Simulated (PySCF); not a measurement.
Electron correlation in Cl (chlorine, neutral)

[Ne] 3s1 3p6, 2S determinant (an excited configuration). Calculation: PySCF 2.14, in x2c-QZVPPall; scalar relativity by spin-free X2C-1e. Frozen: 1s2; 15 electrons correlated.

MP2 pair energies summed by pair of shells (mhartree):

```json
{"pair": "3p-3p", "energy": "-237.75", "share (%)": "52.5"}
{"pair": "2p-2p", "energy": "-100.58", "share (%)": "22.2"}
{"pair": "2p-3p", "energy": "-36.36", "share (%)": "8.0"}
{"pair": "2s-2p", "energy": "-29.10", "share (%)": "6.4"}
{"pair": "3s-3p", "energy": "-28.91", "share (%)": "6.4"}
{"pair": "2s-2s", "energy": "-6.63", "share (%)": "1.5"}
{"pair": "2s-3p", "energy": "-6.25", "share (%)": "1.4"}
{"pair": "2p-3s", "energy": "-5.81", "share (%)": "1.3"}
{"pair": "2s-3s", "energy": "-1.08", "share (%)": "0.2"}
```

Total MP2 correlation energy: -452.49 mhartree.

Same-spin part -108.11 and opposite-spin part -344.37 mhartree; SCS-MP2 scales them by 1/3 and 6/5 to -449.28 mhartree.

This basis was not built for core-valence correlation, so the inner-shell part is incomplete.
